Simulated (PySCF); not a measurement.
# Computed properties of C4H9N, SMILES C=CN(C)C

N,N-dimethylethenamine (C₄H₉N), SMILES C=CN(C)C. Coordinates come from a B3LYP-D3(BJ)/def2-SVP optimisation. One conformer was computed; it need not be the lowest. All values are computed for the isolated molecule unless a solvent is named; none is compared with measurement here.

**Structure.** All 36 harmonic modes at B3LYP-D3(BJ)/def2-SVP (PySCF) are real, so it is a minimum. With heavy atoms numbered as in [CH2:1]=[CH:2][N:3]([CH3:4])[CH3:5], the shortest bond between them is C1–C2 at 1.348 Å and the longest N3–C4 at 1.447 Å.

**Vibrations.** The strongest infrared lines (harmonic, unscaled, degenerate partners summed) lie at 1707 cm⁻¹ (204 km/mol, C 81 %, H 14 %), 2960 cm⁻¹ (105 km/mol, H 95 %), 2952 cm⁻¹ (73 km/mol, H 95 %). The softest mode is at 143 cm⁻¹ and the zero-point energy is 78.3 kcal/mol.

**Electronic structure.** r2SCAN/def2-TZVP (PySCF) places the frontier levels at -4.69 and 0.26 eV, a gap of 4.95 eV, and gives a dipole moment of 1.69 D and a mean polarisability of 61.8 bohr³. PBE/def2-TZVP (PySCF) at the same geometry gives -4.52 and -0.01 eV, so its gap is 0.44 eV narrower. An orbital gap is neither the optical nor the fundamental gap.

**Excitations.** TDA-PBE0/def2-SVPD (PySCF) has S1 at 5.23 eV (237 nm, f = 0.046, weak); the most intense of the 10 singlets computed lies at 6.41 eV (f = 0.36). T1 (TDA) is at 3.91 eV, 1.32 eV under S1. TDA-PBE/def2-SVPD (PySCF) puts S1 at 4.57 eV. No vertical singlet excitation falls in the visible range (under 3.1 eV).

**NMR.** GIAO shifts at PBE0/pcSseg-1 (PySCF) (non-relativistic, atoms alike by connectivity averaged): ¹³C from 42.4 to 151.4 ppm against TMS; ¹H from 2.8 to 6.3 ppm against TMS.

**Solvation.** SMD-ωB97X/6-31G* (PySCF) gives -1.0 kcal/mol in water, -3.2 kcal/mol in n-hexane, -3.9 kcal/mol in ethanol (1 M in both phases, gas-phase geometry); of these solvents ethanol holds the molecule best.
